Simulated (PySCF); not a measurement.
**How methods differ on the ionisation energy of Be(2+)**

Be(2+) 1s2 (1S) → Be(3+) 1s1 (2S), as a difference of total energies. Computed with PySCF 2.14 in aug-cc-pVDZ (4s3p2d, 23 functions), with no relativity, point nucleus. Correlated levels: valence: nothing frozen. The calculations carry no spin-orbit coupling.

| method | ionisation energy (eV) | difference from reference (eV) |
| --- | --- | --- |
| UHF | 153.97 | +0.07 |
| M06-2X | 155.38 | +1.48 |
| MN15 | 155.37 | +1.47 |
| MP2 (valence) | 153.98 | +0.08 |
| SCS-MP2 (valence) | 153.98 | +0.08 |
| CCSD (valence) | 153.98 | +0.08 |

Reference: 153.90 eV (theoretical estimate listed by NIST; NIST Atomic Spectra Database, ionization energies).

Errors of the correlated levels include the incompleteness of this basis.

With two correlated electrons CCSD is exact in that space.
